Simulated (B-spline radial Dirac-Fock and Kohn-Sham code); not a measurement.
**Auger decay of the L2 hole in Eu³⁺**

System: Eu³⁺ in the configuration 1s2 2s2 2p6 3s2 3p6 3d10 4s2 4p6 4d10 4f6 5s2 5p6.

The run's input, task.json:

```json
{"items": [{
  "Z": 63,
  "q": 3,
  "cfg": [[1, 0, 2], [2, 0, 2], [2, 1, 6], [3, 0, 2], [3, 1, 6], [3, 2, 10], [4, 0, 2], [4, 1, 6], [4, 2, 10], [4, 3, 6], [5, 0, 2], [5, 1, 6]],
  "A": 153,
  "rrms": 5.1115,
  "do": ["binding", "quiet", "decay"],
  "holes": ["K", "L1", "L2", "L3", "M1", "M2", "M3", "M4", "M5", "N1", "N2", "N3", "N4", "N5"]
}]}
```

Launch: `python xray_run.py task.json out`

Method: independent-particle radiative and Coulomb Auger rates from relativistic LDA hole-state orbitals, with Dirac-Fock energies. Computed with a B-spline atomic structure program. Kinetic energies are configuration averages from the vacuum level; the two-hole energies are estimated from single-hole states.

```csv
transition,kinetic energy (eV),width (meV),share (%)
L2-L3N1,197.5,32.4,1.0
L2-L3N2,271.7,171,5.3
L2-L3N3,302.8,54.5,1.7
L2-L3N4,427.7,246,7.7
L2-L3N5,433.7,78.4,2.4
L2-M1M2,4107.7,85.5,2.7
L2-M2M2,4284.7,82.8,2.6
L2-M2M3,4424.0,257,8.0
L2-M2M4,4748.7,136,4.2
L2-M2M5,4770.3,231,7.2
L2-M3M4,4877.0,180,5.6
L2-M4M4,5195.3,152,4.7
L2-M4M5,5222.5,650,20.2
L2-M5M5,5252.2,28.6,0.9
L2-M2N2,5635.5,30.9,1.0
L2-M2N3,5664.2,55.1,1.7
L2-M3N2,5766.8,39.2,1.2
L2-M2N5,5794.6,43.2,1.3
L2-M3N4,5922.0,28.4,0.9
L2-M5N2,6118.0,31.1,1.0
L2-M4N3,6120.2,36.6,1.1
L2-M4N4,6246.0,47.9,1.5
L2-M4N5,6250.5,111,3.5
L2-M5N4,6273.1,85.0,2.6
```

The listed channels hold 90 % of the non-radiative rate. Summed by principal shells, of 3.21 eV in all: LMM 57.8 %, LMN 19.5 %, LLN 18.4 %, LNN 1.6 %, LMO 1.2 %, LLO 1.2 %.
